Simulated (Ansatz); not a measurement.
PBE exchange is replaced step by step with exact exchange (0 % is PBE, 25 % PBE0; no dispersion term), basis def2-SVPD, Ansatz. System: [MnCl4]- (MnCl₄⁻). Total charge -1; quintet. Geometry: PBE-D4/def2-SVPD.

Geometry of the quintet:

Cartesian coordinates in Å:
```
Mn 0.000 0.000 0.000
Cl -0.303 1.065 1.955
Cl -0.081 1.783 -1.364
Cl -1.226 -1.420 -1.236
Cl 1.610 -1.428 0.645
```

At PBE0-D4/def2-SVPD, PBE with 40 % exact exchange/def2-SVPD the charge -1 quintet is spin-contaminated (final ⟨S²⟩ up to 6.19, 6.00 for a pure state).

HOMO and LUMO are taken over both spins.

| exact exchange (%) | HOMO (eV) | LUMO (eV) | gap (eV) | ⟨S²⟩ |
| --- | --- | --- | --- | --- |
| 0 | -2.40 | -1.34 | 1.06 | 6.070 |
| 10 | -3.23 | -1.27 | 1.96 | 6.096 |
| 15 | -3.60 | -1.24 | 2.36 | 6.111 |
| 25 | -4.26 | -1.16 | 3.10 | 6.144 |
| 40 | -5.12 | -1.03 | 4.10 | 6.194 |
